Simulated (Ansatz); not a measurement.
CH₃Cl₂OSb, SMILES [O](C)[Sb]([Cl])[Cl].

The structure is a stationary point at B3LYP-D3(BJ)/def2-SVP. The def2 effective core potentials stand for the cores of Sb; spin–orbit coupling is left out. One conformer was computed; it need not be the lowest.

Two levels are set side by side: PBE/def2-SVPD (Ansatz, a quantum-chemistry and plane-wave program) and PBE0/def2-SVPD (Ansatz). Energy differences of separate SCF runs at the same geometry; the states with an electron removed or added have multiplicity 2 and 2. Differences are taken from unrounded values.

| quantity | PBE0 |
|---|---|
| vertical ionisation energy (eV) | 10.47 |
| vertical electron affinity (eV) | 0.37 |
| vertical singlet–triplet gap (eV) | 4.64 |

Question: What does PBE give, and how far is it from PBE0? (Estimate from the structure and the level; the computed values follow.)

Answer: 
```csv
quantity,PBE,PBE minus PBE0
vertical ionisation energy (eV),9.99,-0.47
vertical electron affinity (eV),0.33,-0.04
vertical singlet–triplet gap (eV),4.44,-0.19
```
